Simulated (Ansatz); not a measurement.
Input for Ansatz (a quantum-chemistry and plane-wave program): R-revPBE/def2-TZVPP on Cl2H4OSi2 (SMILES [SiH3]O[SiH](Cl)Cl).

Ansatz 0.2 input:
```yaml
crystal:
  periodic: [false, false, false]
  atoms:
    - {symbol: Si, position_ang: [1.48039338, -0.02074968, 0.40005456]}
    - {symbol: O, position_ang: [-0.10160082, 0.25743493, 0.50745229]}
    - {symbol: Si, position_ang: [-1.58200956, 0.11780947, -0.21383727]}
    - {symbol: Cl, position_ang: [1.81945425, -2.02007283, 0.09078639]}
    - {symbol: Cl, position_ang: [2.26894730, 1.02370117, -1.17852572]}
    - {symbol: H, position_ang: [2.14593202, 0.39537641, 1.63391109]}
    - {symbol: H, position_ang: [-1.96861659, -1.30762959, -0.26479967]}
    - {symbol: H, position_ang: [-1.51988931, 0.67332588, -1.58217610]}
    - {symbol: H, position_ang: [-2.54261067, 0.88070424, 0.60713443]}
basis:
  gaussian:
    orbitals: def2-TZVPP
hamiltonian:
  xc: {name: revPBE}
scf: {lower_state_search: off}
```

Output:

```
WARN ansatz: RAYON_NUM_THREADS=4 ignored (pool sized by the plan → 4); use --threads N
Functional definition: revPBE
these checks for a lower state are left out or cut short: stability, starts, cluster_reference, orbital_swaps, neighbouring_geometries, increment
integrals: 0.26 GiB planned
1551 factors; their error is unknown
mean field: 1.38 GiB planned
mean field evaluation 1: about -42904.7602 eV, gradient 6.3e1 eV
mean field evaluation 2: about -42869.5970 eV, gradient 1.4e2 eV
mean field evaluation 4: about -42911.3101 eV, gradient 7.0e0 eV
mean field evaluation 8: about -42911.3969 eV, gradient 1.8e-1 eV
mean field evaluation 16: about -42911.3494 eV, gradient 1.7e-4 eV
mean field -42911.34942743 eV, -1576.9630051008 hartree, gradient 5.0e-6 eV, S^2 0.000000; 0 other end points of the search recorded, 0 dependent functions left out
reference -42911.34948710 eV, -1576.9630072936 hartree; 37, 37 occupied and 218, 218 virtual orbitals, 1551 factors
Total energy: -42911.34948710 eV, -1576.9630072936 hartree
Checks for a lower state left out: stability, starts, cluster_reference, orbital_swaps, neighbouring_geometries, increment
```

Self-consistency was reached.

Cost: around 6 core-seconds (rough).
